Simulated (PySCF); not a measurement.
Compound: C5H9NO.
Atom-mapped SMILES: `[CH2:1]=[CH:2][C:3](=[O:4])[N:5]([CH3:6])[CH3:7]` (hydrogens: H8, H9 on C1; H10 on C2; H11, H12, H13 on C6; H14, H15, H16 on C7)

All values: wB97X-D/pcSseg-2 (PySCF, non-relativistic), on one gas-phase PBE0-D3(BJ)/def2-TZVP geometry that isn't relaxed in the solvent. The solvent is an IEF-PCM continuum (cavity from Bondi-type radii × 1.2). Specific hydrogen bonds and non-electrostatic terms are outside this model.

Gas phase at wB97X-D/pcSseg-2: HOMO -8.79 eV, LUMO 0.72 eV, dipole 3.71 D.

Q: What does the continuum do to the energy, the frontier levels and the dipole at wB97X-D/pcSseg-2 in chloroform?

A: 
| solvent | ε | E(solvent) − E(gas) (kJ/mol) | polarisation term (kJ/mol) | distortion of the solute (kJ/mol) | HOMO (eV) | LUMO (eV) | dipole (D) |
| --- | --- | --- | --- | --- | --- | --- | --- |
| chloroform | 4.711 | -21.91 | -25.87 | 3.96 | -8.80 | 0.70 | 4.74 |

Polarisation term: ½ Σ q·V over the induced surface charges. Distortion: the rise of the solute's own energy as its density leaves the gas-phase optimum.

Q: Which radius a makes the point-dipole formula ΔE = −[(ε − 1)/(2ε + 1)]·μ²/a³ give the value in chloroform, with the gas-phase dipole?

A: μ = 1.461 au and |ΔE| = 0.00834 Eh give a = 2.38 Å; the farthest nucleus lies 3.76 Å from the centroid of the nuclei, so such a sphere wouldn't even hold the nuclei. The formula assumes a rigid point dipole at the centre of a sphere.

Shape of the structure used: `[CH2:1]=[CH:2][C:3](=[O:4])[N:5]([CH3:6])[CH3:7]`: C1–C2–C3–O4 8°, C2–C3–N5–C6 3°.

wB97X-D is run here without its empirical dispersion term; that term would change no orbital, density or response property at a fixed geometry.
